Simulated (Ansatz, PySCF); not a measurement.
Molecule: BiBr₂ (charge 0, doublet). It need not be the lowest isomer of its formula. SMILES: [Bi]([Br])[Br]
Structure (B3LYP-D3(BJ)/def2-TZVP (Ansatz, an electronic-structure program) minimum search):
```
Bi
Br 1 2.6104
Br 1 2.6104 2 100.40
```
Charge 0, spin multiplicity 2.

Wanted: atomisation energy (electronic, to ground-state atoms), in kcal/mol. Correlated levels leave the core frozen unless marked. Open shells are spin-unrestricted. Spin-orbit coupling is left out. Frozen are the shells of the preceding noble gas and the d and f shells that filled before the atom's block. Past Kr the def2 sets carry scalar-relativistic core potentials. The coupled-cluster limit lacks core correlation, which all-electron functionals hold. CBS(X,Y): correlation extrapolated as X^-3; Hartree-Fock from the larger set. The bracket is a focal-point correction in the basis named.

```
level                                                                 program  atomisation energy (kcal/mol)
-------------------------------------------------------------  --------------  -----------------------------
HF/def2-SVPD                                                           Ansatz                           61.3
BLYP-D4/def2-TZVPD                                             Ansatz + dftd4                          136.8
BP86-D4/def2-TZVPD                                              PySCF + dftd4                          140.6
M06-L-D4/def2-TZVPD                                             PySCF + dftd4                          136.7
r2SCAN-D4/def2-TZVPD                                           Ansatz + dftd4                          132.2
B97M-V/def2-TZVPD                                                      Ansatz                          136.4
B3LYP-D3(BJ)/def2-TZVPD                                        Ansatz + dftd3                          132.2
PBE0-D3(BJ)/def2-TZVP                                          Ansatz + dftd3                          130.8
BHLYP-D3(BJ)/def2-TZVPD                                        Ansatz + dftd3                          122.2
r2SCANh-D4/def2-TZVPD                                          Ansatz + dftd4                          129.0
r2SCAN0-D4/def2-TZVPD                                          Ansatz + dftd4                          124.3
PW6B95-D4/def2-TZVPD                                            PySCF + dftd4                          132.6
PW6B95/def2-TZVPD                                                       PySCF                          131.4
MN15-D3(BJ)/def2-TZVPD                                          PySCF + dftd3                          122.8
RPA@PBE/def2-QZVPP                                                     Ansatz                          107.2
MP2/def2-SVPD                                                          Ansatz                          107.6
RI-MP2/CBS(def2-TZVPP,def2-QZVPP)                                      Ansatz                          128.1
CCSD(T)/def2-SVPD                                                      Ansatz                          103.5
RI-MP2/CBS(def2-TZVPPD,def2-QZVPPD)+[CCSD(T)-MP2]/def2-SVPD            Ansatz                          124.0
RI-MP2/CBS(def2-TZVPP,def2-QZVPP)+[CCSD(T)-MP2]/def2-TZVPP             Ansatz                          123.8
RI-MP2/CBS(def2-TZVPPD,def2-QZVPPD)+[CCSD(T)-MP2]/def2-TZVPPD          Ansatz                          123.8
```
